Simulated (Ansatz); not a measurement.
`CC1=N[Si]1(F)F`, charge 0, multiplicity 1.

Problem. Give a relaxed structure at PBE0-D4/def2-TZVP (Ansatz). (An estimate is asked.)

Solution. The calculation gave: 
Z-matrix (Å, degrees):
```
C
C 1 1.473
H 1 1.093 2 109.9
H 1 1.093 2 109.9 3 -117.5
H 1 1.092 2 110.2 3 121.3
N 2 1.311 1 128.9 3 -121.7
Si 2 1.743 1 164.4 3 58.4
F 7 1.575 2 126.0 1 -79.7
F 7 1.575 2 126.0 1 79.6
```
Point group Cs.
This is one stationary point; other conformers may exist.
